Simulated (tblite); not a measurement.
Write Cartesian coordinates for `C1([SiH2]C[SiH2]1)n1cccc1` as optimised with GFN2-xTB.

```
atom  x, y, z in Å
C1     3.0835   -0.5795    0.0690
C2     2.7435    0.7814   -0.0242
C3     1.3748    0.8492   -0.0428
N4     0.8726   -0.4085    0.0350
C5    -0.5207   -0.7387    0.0432
Si6   -1.6251    0.1404    1.3772
C7    -2.7269    0.7409   -0.0751
Si8   -1.5996   -0.0440   -1.4156
C9     1.9071   -1.2821    0.1034
H10    4.0724   -0.9929    0.1059
H11    3.4230    1.6101   -0.0718
H12    0.7241    1.6999   -0.1062
H13   -0.5900   -1.8267    0.1146
H14   -0.9182    1.1919    2.1037
H15   -2.2789   -0.7790    2.3093
H16   -3.7386    0.3434   -0.0589
H17   -2.8288    1.8206   -0.1481
H18   -2.2374   -1.0792   -2.2306
H19   -0.8780    0.9033   -2.2618
H20    1.7361   -2.3398    0.1707
```

Any rigid rotation of these coordinates is as good. Atoms count from 1 in this order. The 4-membered ring C5–Si6–C7–Si8 has internal angles of 87.0° to 93.6° (sum 360°, against 360° for a flat polygon); it is almost planar, 0.02 Å rms from its mean plane, widest ring torsion 3°. The C–N distances run from 1.356 Å (N4–C9, aromatic) to 1.432 Å (N4–C5, drawn single), a spread of 0.076 Å. N4 (pyrrole-type nitrogen) is planar (angles 126.4°, 125.1° and 108.5°, sum 360.0°, 0.00 Å off the plane of its three neighbours). The C–C distances run from 1.371 Å (C2–C3, aromatic) to 1.406 Å (C1–C2, aromatic), a spread of 0.035 Å.

Bonds between heavy atoms (Å): C1–C2 1.406, C2–C3 1.371, C3–N4 1.356, N4–C5 1.432, C5–Si6 1.942, Si6–C7 1.919, C7–Si8 1.919, N4–C9 1.356, C1–C9 1.371, C5–Si8 1.943.

Structure optimised with GFN2-xTB, isolated species.

Point group: Cs (tolerance 0.08 Å). Its GFN2-xTB frequencies are all real (lowest 39 cm⁻¹). The numbers are those of one conformer (C3–N4–C5–Si6 -54°). 3 starts were optimised and ended at 0.00, 0.02 and 0.87 kcal/mol (GFN2-xTB); the lowest of these is shown.

These are computed values.
